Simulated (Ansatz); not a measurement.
Consider the formal exchange of groups at the Si–O bond: `O[SiH](O)[AlH2]` + `CCCCCCCC` → `O[SiH2][AlH2]` + `CCCCCCCCO`.

Calculated with Ansatz (gas phase, PBE0-D4/def2-TZVP geometries, no zero-point term in ΔE). CBS: MP2 limit from def2 TZ/QZ plus the TZ coupled-cluster correction, frozen cores. Each species was taken in one conformer, which may not be the lowest.

```tsv
species	MP2/def2-QZVPP energy (Eh)
`O[SiH](O)[AlH2]`	-684.41553
`CCCCCCCC`	-315.06730
`O[SiH2][AlH2]`	-609.20160
`CCCCCCCCO`	-390.20772
```

**Question.** Work out ΔE.

**Answer.** ΔE = (-609.20160) + (-390.20772) − (-684.41553) − (-315.06730) = 0.07351 Eh = +2.00 eV. CCSD(T)/CBS gives +1.92 eV.

Largest T1 diagnostic among the species: 0.013.

At CCSD(T), def2-SVP lies −0.30 eV from the extrapolated value and def2-TZVPP −0.04 eV. Leaving LDA and LC-ωPBE aside and taking each functional with its dispersion term where it has one, the values, not all of them listed here, spread over 0.10 eV, from revPBE-D4 to r2SCAN-D4.
